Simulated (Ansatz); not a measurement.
Relaxation of F$_{2}$H$_{2}$HfO$_{2}$ (7 atoms, charge 0, multiplicity 1), to a largest force component of 0.02 eV/Å in at most 40 steps.

These are results of RKS PBE0-D4/def2-SVP in Ansatz, not measurements.

```xyz
7
Properties=species:S:1:pos:R:3
Hf 0.000 0.000 0.000
O 0.000 0.000 2.070
H -0.909 -0.281 2.407
F 1.867 0.000 -0.659
F -0.933 1.616 -0.659
O -0.975 -1.689 -0.689
H -1.430 -2.155 0.083
```

Problem. Where does it end, and by what steps?

Solution. The forces met the threshold. After 7 steps the energy has fallen by 0.963 eV; H3 moved furthest, 0.89 Å.

```tsv
step	energy less start (eV)	largest force component (eV/Å)	accepted
0	0.0000	2.700	yes
1	-0.4774	2.989	yes
2	-0.6359	2.312	yes
3	-0.6820	1.975	yes
4	-0.8797	0.212	yes
5	-0.9377	0.283	yes
6	-0.9618	0.087	yes
7	-0.9625	0.006	yes
```

```xyz
7
Properties=species:S:1:pos:R:3
Hf -0.130 -0.051 0.081
O -0.255 0.142 1.982
H -0.358 0.177 2.931
F 1.721 -0.074 -0.431
F -0.982 1.450 -0.761
O -0.969 -1.666 -0.518
H -1.407 -2.487 -0.733
```

The run took 25 s on 2 threads of Arm Neoverse V2, on a shared host, peak memory 0.2 GiB.
